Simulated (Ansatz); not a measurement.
Mulliken charges of `[NH2][Ga]([Cl])[Br]` from ωB97M-V/def2-TZVPP in Ansatz (PBE0-D4/def2-TZVP geometry).

| atom | x (Å) | y (Å) | z (Å) | charge (e) |
| --- | --- | --- | --- | --- |
| N1 | -0.091 | 1.069 | -0.038 | -0.330 |
| Ga2 | 0.103 | -0.712 | 0.001 | 0.538 |
| Cl3 | 1.986 | -1.561 | 0.508 | -0.236 |
| Br4 | -1.628 | -2.083 | -0.513 | -0.227 |
| H5 | -0.969 | 1.520 | -0.228 | 0.128 |
| H6 | 0.641 | 1.704 | 0.225 | 0.127 |

By hand: the dipole of these point charges (1 e Å = 4.8032 D).

Σ q r = (-0.056, 0.516, 0.009) e Å, of length 0.519 e Å = 2.49 D.

How does the dipole of the full density compare? (Best estimate.)

The calculation gave: (-0.092, 0.509, 0.013) e Å, 2.49 D; the point charges give 1.00 times that, at 4° from its direction.

Point charges leave out the atoms' own dipoles, such as those of lone pairs, and Mulliken's split depends on the basis, so the close match here is no proof of good charges.
